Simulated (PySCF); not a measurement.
difluoromethyl(methyl)silane (C₂H₆F₂Si), SMILES C[SiH2]C(F)F.

Geometry: PBE-D3(BJ)/def2-SVP. One conformer was computed; it need not be the lowest.

Computed with PySCF 2.14.0 with PBE-D3(BJ)/def2-SVP.

Frequencies are harmonic and unscaled.

```csv
mode,ν (cm⁻¹),IR (km/mol),moving atoms (share of kinetic energy)
1,68,0.7,"F 50 %, C 23 %, H 21 %"
2,127,4.2,"C 40 %, F 28 %, H 23 %, Si 9 %"
3,131,0.2,H 93 %
4,215,0.8,"F 55 %, H 24 %, C 11 %, Si 10 %"
5,349,14.1,"Si 44 %, F 40 %, H 12 %"
6,483,8.7,"H 89 %, Si 9 %"
7,521,6.1,"F 68 %, C 20 %, H 12 %"
8,607,18.6,"H 43 %, C 32 %, F 13 %, Si 12 %"
9,642,27.1,H 85 %
10,676,1.3,"C 48 %, H 38 %, Si 14 %"
11,763,26.0,"H 46 %, C 36 %, Si 17 %"
12,854,19.9,"H 76 %, C 18 %"
13,872,162.7,"H 72 %, Si 17 %, C 11 %"
14,912,71.9,H 95 %
15,1027,145.7,"C 60 %, F 34 %"
16,1077,79.9,"C 54 %, F 36 %, H 9 %"
17,1215,15.4,"H 79 %, C 21 %"
18,1272,37.1,"H 70 %, C 27 %"
19,1311,4.2,"H 89 %, C 8 %"
20,1379,4.3,H 96 %
21,1387,4.9,H 96 %
22,2165,81.2,H 98 %
23,2172,117.3,H 96 %
24,2946,47.7,H 92 %
25,2985,1.3,H 97 %
26,3088,0.6,"H 91 %, C 9 %"
27,3092,0.8,"H 91 %, C 9 %"
```
